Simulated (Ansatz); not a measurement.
Gas-phase electronic energies from Ansatz, PBE0-D4/def2-TZVP geometries. CCSD(T)/CBS adds triple-zeta CCSD(T) − MP2 to the extrapolated MP2 energy (def2 sets, frozen cores). This one scheme is used for every species, atoms too. Functionals use def2-TZVPP. Open shells (•) are unrestricted, without spin–orbit coupling. Spin–orbit coupling would lower the free atoms: a little for C, Si; clearly for Se. Bonds to Se are less sure, by a few kJ/mol each and by 10 to 20 or more in all where they break to atoms, as the def2 sets lack core-valence functions. Scalar relativity is left out up to krypton.

Reaction (atomization): `C1[SiH2][SiH2][Se]1` → C• + 6 H• + Se• + 2 Si•

(1) What is ΔE at CCSD(T)/CBS? (Best estimate.)

(2) What do these levels give: PBE-D4, PBE0-D4, B2PLYP, HF/def2-TZVPP, MP2/CBS(def2), CCSD/CBS(def2)? (An estimate is asked.)

Largest T1 diagnostic among the species: 0.012.

Results:

(1) Computed: +3209.9 kJ/mol.

(2) Computed: PBE-D4 3218.0, PBE0-D4 3196.0, B2PLYP 3143.7, HF/def2-TZVPP 2352.2, MP2/CBS(def2) 3220.8, CCSD/CBS(def2) 3163.5 kJ/mol.

From PBE to PBE0 (25 % exact exchange), in def2-TZVPP and without D4, ΔE moves by −17.8 kJ/mol: exact exchange takes away binding that semilocal exchange gives to molecules. The D4 term adds +46.8 kJ/mol with B3LYP and +24.2 kJ/mol with PBE0; it sums over pairs of atoms, weighted by their polarisabilities, and B3LYP, whose exchange is more repulsive, gets the larger term.

B3LYP here is the variant with VWN-RPA as its local correlation; programs differ in this.

For atomizations the MP2-based limit and the directly extrapolated one differ by several kJ/mol either way, and by 10 to 25 for some Ge, Se and Sn compounds, so smaller differences from it don't rank the levels.
